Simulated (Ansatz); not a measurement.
Reaction (redistribution): `N[CH2][SnH2][NH2]` + `BN` → `[NH2][SnH3]` + `NBCN`

Isolated molecules relaxed with PBE0-D4/def2-TZVP in Ansatz; ΔE leaves out vibrations. CBS: MP2 limit from def2 TZ/QZ plus the TZ coupled-cluster correction, frozen cores. This one scheme is used for every species. Functionals use def2-TZVPP. def2 core potentials past Kr. For Sn outer-core shells are correlated without core-valence functions, which leaves a few kJ/mol of doubt a bond. Each species was taken in one conformer, which may not be the lowest.

```json
{"level": "r2SCAN0-D4", "ΔE (kcal/mol)": "-5.0"}
{"level": "r2SCAN", "ΔE (kcal/mol)": "-4.7"}
{"level": "r2SCANh", "ΔE (kcal/mol)": "-4.9"}
{"level": "BHLYP", "ΔE (kcal/mol)": "-5.4"}
{"level": "CCSD(T)/def2-SVP", "ΔE (kcal/mol)": "-5.1"}
{"level": "SCS-MP2/def2-TZVPP", "ΔE (kcal/mol)": "-2.4"}
{"level": "CCSD/def2-TZVPP", "ΔE (kcal/mol)": "-3.7"}
{"level": "HF/def2-QZVPP", "ΔE (kcal/mol)": "-6.0"}
```

What does CCSD(T)/CBS give? (Estimate.)

The calculation gave: -2.3 kcal/mol. The listed levels differ from it by -2.7, -2.4, -2.6, -3.1, -2.8, -0.1, -1.4, -3.7 kcal/mol.

Largest T1 diagnostic among the species: 0.013.

Leaving LDA and LC-ωPBE aside and taking each functional with its dispersion term where it has one, the values, not all of them listed here, spread over 4.2 kcal/mol, from B97M-V to BLYP-D4. LDA lies −1.8 kcal/mol from PBE without D4. At CCSD(T), def2-SVP lies −2.8 kcal/mol from the extrapolated value and def2-TZVPP −0.8 kcal/mol. In def2-TZVPP, CCSD(T) changes the Hartree–Fock value by +2.9 kcal/mol (the triples alone add +0.6 kcal/mol) and MP2 by +4.1 kcal/mol.
